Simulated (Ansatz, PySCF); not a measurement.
System: C₃H₅O₂, net charge 0, doublet state. It need not be the lowest isomer of its formula. 
Coordinates optimised at B3LYP-D3(BJ)/def2-TZVP (Ansatz, a quantum-chemistry and plane-wave program):
```xyz
10

C     -1.8755    -0.3478     0.0199
O     -0.7943     0.4662     0.1589
C      0.4568    -0.0642    -0.0414
C      1.5059     0.9880     0.1578
O      0.6379    -1.2132    -0.3333
H     -2.8182     0.1393     0.1923
H     -1.7233    -1.3804    -0.2419
H      1.4391     1.3948     1.1679
H      1.3434     1.8130    -0.5373
H      2.4879     0.5534    -0.0039
```
Charge 0, spin multiplicity 2.

Total electronic energies in hartree. Correlated levels leave the core frozen unless marked. Open shells are spin-unrestricted. Spin-orbit coupling is left out. No relativistic terms. CBS marks a two-point X^-3 extrapolation of the correlation energy; Hartree-Fock from the larger set. [CCSD(T)-MP2]/basis is that difference in the basis named.

```
level                                                     program  energy (Eh)
-------------------------------------------------  --------------  -----------
HF/cc-pVTZ                                                 Ansatz   -266.30398
RI-HF/cc-pVTZ                                              Ansatz   -266.30384
SVWN5/def2-TZVPD                                            PySCF   -265.67982
PBE/def2-TZVPD                                             Ansatz   -267.52344
PBE-D3(BJ)/def2-TZVPD                              Ansatz + dftd3   -267.52949
BLYP-D3(BJ)/def2-TZVPD                             Ansatz + dftd3   -267.77417
r2SCAN-D4/def2-TZVPD                               Ansatz + dftd4   -267.69484
B97M-V/def2-TZVPD                                          Ansatz   -267.78704
B3LYP/def2-TZVPD                                           Ansatz   -267.83867
PBE0-D3(BJ)/def2-TZVPD                             Ansatz + dftd3   -267.53600
PBE0-D4/def2-TZVP                                  Ansatz + dftd4   -267.53432
PBE0-D4/def2-TZVPD                                 Ansatz + dftd4   -267.53579
PBE0/def2-TZVPD                                            Ansatz   -267.53093
PBE0/def2-QZVPP                                            Ansatz   -267.54585
BHLYP-D3(BJ)/def2-TZVPD                            Ansatz + dftd3   -267.69217
BHLYP-D4/def2-TZVPD                                Ansatz + dftd4   -267.69078
BHLYP/def2-TZVPD                                           Ansatz   -267.68450
r2SCAN0/def2-TZVPD                                         Ansatz   -267.65495
wB97X-V/def2-TZVPD                                         Ansatz   -267.74568
RI-MP2/cc-pVQZ                                             Ansatz   -267.32573
SCS-MP2/cc-pVTZ                                            Ansatz   -267.22492
CCSD(T)/cc-pVDZ                                            Ansatz   -267.03528
RI-MP2/CBS(cc-pVTZ,cc-pVQZ)+[CCSD(T)-MP2]/cc-pVTZ          Ansatz    -267.4426
```

Totals of different functionals don't rank their quality; only differences between species are comparable.
